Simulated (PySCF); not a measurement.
# Ionisation energy of Pb by level of theory

Pb [Xe] 4f14 5d10 6s2 6p2 (3P) → Pb+ [Xe] 4f14 5d10 6s2 6p1 (2P), as a difference of total energies. Computed with PySCF 2.14 in def2-QZVPPD with the def2 core potential (60 electrons), with a scalar-relativistic core potential. Correlated levels: valence: 5s2 5p6 5d10 frozen. The calculations carry no spin-orbit coupling.

| method | ionisation energy (eV) | difference from reference (eV) |
| --- | --- | --- |
| UHF | 6.563 | -0.854 |
| MP2 (valence) | 6.847 | -0.570 |
| SCS-MP2 (valence) | 6.783 | -0.634 |
| CCSD (valence) | 6.877 | -0.540 |
| CCSD(T) (valence) | 6.898 | -0.519 |

Reference: 7.417 eV (measured; NIST Atomic Spectra Database, ionization energies).

Spin-orbit coupling is strong in these open shells (close to jj coupling). The scalar numbers leave it out and a first-order estimate fails, so it can dominate the gap to the real levels.

Errors of the correlated levels include the incompleteness of this basis and the frozen core.
